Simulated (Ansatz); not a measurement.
Species: Be$_{2}$F$_{2}$, net charge 0, singlet state. SMILES: [F][Be][Be][F]
Coordinates optimised at B3LYP-D3(BJ)/def2-TZVP (Ansatz, an electronic-structure program):
```xyz
4

F      0.0000     0.0000    -2.3946
Be     0.0000     0.0000    -1.0211
Be     0.0000     0.0000     1.0211
F      0.0000     0.0000     2.3946
```

Problem. Give the harmonic wavenumbers at B3LYP-D3(BJ)/def2-TZVP (Ansatz, finite differences of forces, unscaled).

Solution. 154, 154, 345, 345, 361, 1232, 1384 cm⁻¹. Zero-point energy 5.7 kcal/mol.

Problem. From these and the geometry, give the ideal-gas thermochemistry at 298.15 K and 1 atm (rigid rotor, harmonic oscillator).

Solution. Point group D∞h, rotational symmetry number 2. Rotational constants 2.135, 2.135 GHz. S(trans) 37.99, S(rot) 16.46, S(vib) 8.79, S(elec, spin only) 0.00, S 63.2 cal/(mol K). H(298) - H(0) 3.57 kcal/mol; G - E(el) -9.6 kcal/mol.
